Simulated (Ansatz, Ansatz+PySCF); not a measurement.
```xyz
4

B     0.0000    0.0000    0.0000
F     1.2055    0.0000    0.0000
F    -0.6028    1.0440    0.0000
F    -0.6028   -1.0440    0.0000
```

RHF-MP2 on singlet BF3 was run in several spherical basis sets with Ansatz (development build ahead of 0.2.0). Frozen core: 4 orbitals. Caution for RHF-MP2: no unrestricted run beside it, a lower state can exist.

(1) Rank the basis sets by the total energy that they give, lowest first, with the distance from the lowest.
A. cc-pVDZ
B. def2-TZVP
C. 6-31G(d)
D. def2-SVP
E. cc-pVTZ

## Answers

(1) B (0.00 eV), E (0.27 eV), A (9.45 eV), C (11.31 eV), D (16.68 eV).

Totals follow the description of the cores as much as that of the bonds, so this order isn't one of quality for chemistry.
